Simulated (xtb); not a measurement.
H₃O, SMILES [OH3+], charge +1. All values are semi-empirical tight-binding results from xtb (GFN2-xTB unless named), good for trends rather than for accurate numbers. Geometry optimised at GFN2-xTB. The isomer is the one that the SMILES or the coordinates give; other isomers of the formula were not compared.

Computed properties:
| Quantity | Result |
|---|---|
| point group as xtb finds it | C3v |
| orbital gap | 13.85 eV |
| zero-point energy | 19.3 kcal/mol |
| G − E(el) at 298.15 K (modified RRHO) | 7.9 kcal/mol |
| static polarisability (D4 model) | 9.0 bohr³ |
| solvation energy, GFN2-xTB/ALPB(water) | -101.6 kcal/mol |
| solvation energy, GFN2-xTB/ALPB(toluene) | -60.4 kcal/mol |

Computed IR lines (harmonic; lines under 4 % of the strongest left out, lines within 3 cm⁻¹ merged):
ν (cm⁻¹): 956 (vs), 1354 (s), 3258 (vs), 3319 (w) (against the strongest line: vs over 80 %, s over 45 %, m over 15 %, w over 4 %, vw less)
